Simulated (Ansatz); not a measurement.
Basis sets compared for (HMg-mu-Br)2 (Mg2H2Br2). Total charge 0; singlet. Geometry PBE-D4/def2-SVP. Ansatz on 4 threads of Arm Neoverse V2 on a shared host; times are rough, and most runs start from earlier orbitals.

```xyz
6

Mg    0.2952    1.3436   -1.0840
H     0.5723    2.6454   -2.1363
Br    0.3474   -1.2118   -1.4074
Mg   -0.2951   -1.3436    1.0841
H    -0.5885   -2.6453    2.1321
Br   -0.3313    1.2116    1.4116
```

The 6-31G sets use Cartesian d functions.

Binding counts from free atoms (Mg singlet, H doublet, Br doublet) in the same basis, without a counterpoise term.

```
           level  functions  energy (Eh)  HOMO (eV)  LUMO (eV)  binding per atom (eV)  wall time
       HF/STO-3G         56   -5484.9257      -7.48       8.89                   3.19      0.2 s
        HF/6-31G         88   -5544.6089     -10.78       1.10                   1.56      0.6 s
 PBE-D4/def2-SVP        110   -5548.0408      -6.54      -1.66                   2.20      1.1 s
PBE0-D4/def2-SVP        110   -5548.2644      -7.73      -0.99                   2.20      1.7 s
```

Estimate the rows for PBE-D4/def2-TZVP, PBE0-D4/def2-TZVP (with forces).


```csv
level,functions,energy (Eh),HOMO (eV),LUMO (eV),binding per atom (eV),wall time
PBE-D4/def2-TZVP,172,-5548.8079,-6.56,-1.72,2.18,1.9 s
PBE0-D4/def2-TZVP (with forces),172,-5549.0311,-7.73,-1.02,2.19,4.3 s
```
